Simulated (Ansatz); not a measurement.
`B[Si](C)(C)C` + H₂O → trimethylsilanol + BH₃ at 700 K and 1 bar (formal hydrolysis of the Si–B bond).

Isolated molecules relaxed with PBE0-D4/def2-TZVP in Ansatz; ΔE leaves out vibrations. CCSD(T)/CBS is the MP2 limit (def2-TZVPP, def2-QZVPP) plus CCSD(T) − MP2 in def2-TZVPP, frozen cores. This one scheme is used for every species. One conformer a species, not always the lowest.

```tsv
species	CCSD(T)/CBS energy (Eh)	H − E (kJ/mol)	S (J/(mol·K))
`B[Si](C)(C)C`	-434.65287	450.5	553.3
H₂O	-76.37941	80.5	218.4
`C[Si](C)(C)O`	-484.52812	428.5	526.5
BH₃	-26.55200	96.5	225.0
```

H − E and S are ideal-gas, rigid-rotor, harmonic terms from PBE0-D4/def2-TZVP, for one conformer and one mirror image of each species. 1 Eh = 2625.50 kJ/mol, R = 8.31446 J/(mol·K).

Question: By hand: ΔE, ΔH, ΔS and ΔG.

Answer: ΔE = (-484.52812) + (-26.55200) − (-434.65287) − (-76.37941) = -0.04784 Eh = -125.6 kJ/mol. Δ(H − E) = 428.5 + 96.5 − 450.5 − 80.5 = -6.0, so ΔH = -131.6 kJ/mol. ΔS = 526.5 + 225.0 − 553.3 − 218.4 = -20.2 J/(mol·K). ΔG = -131.6 − 700 × (-20.2)/1000 = -117.5 kJ/mol.

Question: By hand: the equilibrium constant, and the temperature at which ΔG would vanish if ΔH and ΔS stayed fixed.

Answer: log₁₀ K = −ΔG/(RT ln 10) = 8.8. ΔG = 0 at ΔH/ΔS = 6515 K, far beyond where these terms or the molecules hold.

ΔH outweighs TΔS. A doubt of 5 kJ/mol in ΔE shifts log₁₀ K by 0.4 here. Other conformers and mirror images would add mixing entropy, several J/(mol·K) or more a flexible species. These are equilibria of isolated gas molecules and say nothing of rates. Largest T1 diagnostic: 0.010 (customary marks: 0.02 for closed shells, 0.045 for open ones).
